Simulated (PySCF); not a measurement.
Ge(F)3(NH2), SMILES [Ge]([F])([F])([NH2])[F] (B3LYP/def2-SVP optimised geometry):

```
7

N      0.971    -0.351     0.000
Ge    -0.821    -0.351     0.000
F     -1.412     1.262     0.000
F     -1.407    -1.165     1.394
F     -1.606    -1.115    -1.333
H      1.412     0.178    -0.748
H      1.412    -1.262     0.110
```

Method: B3LYP/def2-TZVP (PySCF).

### Question
What are the frontier orbital energies and the dipole moment?

### Answer
HOMO-2 -11.53 eV, HOMO-1 -11.41 eV, HOMO -8.79 eV, LUMO -1.27 eV, LUMO+1 0.73 eV; dipole moment 3.40 D.

On the same geometry PySCF with PBE/def2-TZVP gives HOMO-2 -9.76 eV, HOMO-1 -9.57 eV, HOMO -7.45 eV, LUMO -1.93 eV, LUMO+1 0.19 eV; dipole moment 3.30 D.

Meta-Löwdin charges at B3LYP/def2-TZVP: N1 -0.69, Ge2 1.64, F3 -0.48, F4 -0.48, F5 -0.49, H6 0.26, H7 0.26.
